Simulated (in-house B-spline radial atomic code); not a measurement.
RPA and G0W0 for the lead ion Pb⁴⁺, [Xe] 4f14 5d10, as one setting changes: the share of exact exchange in the PBE hybrid start. A dash marks a level of low quasi-particle weight. Computed with a B-spline radial code for spherical atoms: all electrons, scalar-relativistic (spin-free one-electron X2C), finite nucleus, each spin shell either full or empty, empty states to l = 9 with an (l + 1/2)⁻⁴ tail; G0W0 by contour deformation at full frequency.

Without the two-electron picture change, the correlation of inner shells comes somewhat too large for so heavy an element.

```
share of exact exchange in the PBE hybrid start  mean-field level (eV)  G0W0 level (eV)  RPA correlation (Eh)
                                              0                 -61.58        5d -70.09               -7.0879
                                            0.1                 -62.52        5d -70.12               -7.0411
                                            0.2                      ?                ?                     ?
                                            0.3                 -64.40        5d -70.12               -6.9509
                                            0.4                 -65.34        5d -70.10               -6.9073
                                            0.5                 -66.29        5d -70.08               -6.8647
                                            0.6                 -67.25        5d -70.05                -6.823
                                            0.7                 -68.21        5d -70.02               -6.7822
                                            0.8                      ?                ?                     ?
                                            0.9                 -70.14        5d -69.95                -6.703
                                              1                 -71.11        5d -69.91               -6.6645
```

(1) What belongs in the row for 0.2?

(2) What belongs in the row for 0.8?

(3) At what share of exact exchange does G0W0 leave the highest level unchanged?

Answers

(1) mean-field level (eV): -63.46; G0W0 level (eV): 5d -70.12; RPA correlation (Eh): -6.9954.

(2) mean-field level (eV): -69.17; G0W0 level (eV): 5d -69.98; RPA correlation (Eh): -6.7422.

(3) Near 0.88, where the shift changes sign (-0.814 eV at 0.8, +0.191 eV at 0.9).
